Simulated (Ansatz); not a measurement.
## SnSe (SMILES [Se][Sn]): methods side by side

SnSe: 2 atoms, total charge 0, spin state singlet. As SMILES, `[Se][Sn]`. The shape comes from GFN2-xTB, which is rough for such elements, and wasn't checked as a minimum.

```xyz
2

Se    0.0000    0.0000    0.0000
Sn    0.0000    0.0000    2.3383
```

Quantity: the energy change with the Se1–Sn2 bond stretched from 2.338 to 4.677 Å, in eV. The values are calculated.

```tsv
level	kind	program	value (eV)	less FCI/STO-3G	CPU time (all runs)
HF/STO-3G (restricted)	Hartree–Fock	Ansatz	7.94	+2.39	2.5 s
BLYP/STO-3G (restricted)	GGA	Ansatz	7.62	+2.07	13 s
r2SCAN/STO-3G (restricted)	meta-GGA	Ansatz	8.39	+2.84	55 s
CAM-B3LYP/STO-3G (restricted)	range-separated hybrid	Ansatz	9.00	+3.45	6 s
HSE06/STO-3G (restricted)	range-separated hybrid	Ansatz	9.06	+3.51	25 s
B2PLYP/STO-3G (restricted)	double hybrid	Ansatz	9.00	+3.45	10 s
MP2/STO-3G (restricted)	perturbation theory	Ansatz	9.06	+3.51	7.9 s
CCSD/STO-3G (restricted)	coupled cluster or CI	Ansatz	8.29	+2.74	7.5 s
FCI/STO-3G	exact in the basis	Ansatz	5.55	0.00	21 s
```

FCI/STO-3G is exact within its basis and frozen core, so for wave-function methods in that basis the difference is their error; functionals converge differently with the basis, so for them it is only a difference. Spin-restricted single references rise too steeply as a bond breaks. All-electron rows without a relativistic Hamiltonian named are non-relativistic. The first shape isn't each level's own minimum. The values span 5.55 to 9.06 eV. All rows use very small basis sets, so even the best lies far from the true value. In the correlated wave-function rows the outer d shell of Se, Sn is correlated, in sets not made for it. Times are those of the runs behind each value, whatever else they computed, on shared processors of several kinds: orders of magnitude only.
